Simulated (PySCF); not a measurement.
C2H7BO3, SMILES COB(O)CO.

Geometry: B3LYP-D3(BJ)/def2-SVP. Other conformers were not sampled.

Computed with PBE0/def2-TZVP (PySCF).

- total energy = -330.80304 hartree
- highest occupied level = -7.79 eV
- lowest empty level = 0.51 eV
- orbital gap = 8.30 eV
- dipole moment = 1.20 D
- quadrupole, principal values (traceless, Buckingham form, about the centre of nuclear charge) = -4.33, -3.54, 7.87 D·Å
- mean static polarisability = 49.8 bohr³ (7.38 Å³)
- polarisability, principal values = 41.4, 48.1, 59.9 bohr³
